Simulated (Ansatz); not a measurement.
TeBr₂, relaxed as a singlet with RKS r2SCAN-D4/def2-TZVP in Ansatz, starting from the GFN2-xTB geometry. Force threshold 0.02 eV/Å.

In the def2 sets Te takes a core potential; there is no spin–orbit coupling.

Start:

Cartesian coordinates in Å:
```
Te 0.493 -0.496 -0.837
Br -1.899 0.045 -0.434
Br 1.406 0.451 1.271
```

(1) Estimate the energy that the relaxation releases and the steps that it takes.

(2) Does the start keep its bonding and symmetry?

(3) Predict the relaxed structure.

Answers

(1) 0.2 kcal/mol, in 5 steps; 21 s on 4 threads of Intel Xeon on a shared host. No frequencies were taken in this run, so the end may be a saddle point.

(2) By distances, no bond broke or formed. The bond that changes most is Te1–Br2, from 2.48 to 2.49 Å (atoms count from 1). Point group C2v at the start, C2v at the end, both within 0.05 Å.

(3) 
```tsv
atom	x (Å)	y (Å)	z (Å)
Te1	0.4777	-0.4814	-0.8115
Br2	-1.9342	0.0322	-0.4685
Br3	1.4565	0.4492	1.2800
```
Bond lengths: 2 × Br–Te 2.49 Å.
